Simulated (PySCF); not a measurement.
# SiI4 at several levels of theory

All levels use the PBE0 minimum (singlet; Si–I 2.442 Å (×4); I–Si–I 109.5° (×6)), basis [Si def2-SVP, I def2-SVP with ECP28], scalar-relativistic core potentials, density fitting, no spin–orbit coupling, PySCF. For vertical energies the ionised species is a doublet (spins chosen at PBE0 and kept) and the electron-attached one a doublet. Atomisation goes to high-spin ground-configuration atoms, without zero-point energy. Open shells are unrestricted, also as the reference of the correlated levels. A dash marks a value that was not computed or is not defined at that level.

```json
{"level": "PBE0", "atomisation (kJ/mol)": "1069", "vertical IP (eV)": "9.30", "vertical EA (eV)": "1.21", "−ε(HOMO) (eV)": "7.69", "gap (eV)": "4.96"}
{"level": "HF", "atomisation (kJ/mol)": "655", "vertical IP (eV)": "9.84", "vertical EA (eV)": "0.24", "−ε(HOMO) (eV)": "10.19", "gap (eV)": "10.67"}
{"level": "MP2", "atomisation (kJ/mol)": "–", "vertical IP (eV)": "9.45", "vertical EA (eV)": "0.59", "−ε(HOMO) (eV)": "–", "gap (eV)": "–"}
{"level": "PBE", "atomisation (kJ/mol)": "1097", "vertical IP (eV)": "8.75", "vertical EA (eV)": "1.19", "−ε(HOMO) (eV)": "6.51", "gap (eV)": "3.12"}
```

Without diffuse functions attachment energies tend to come out too low.
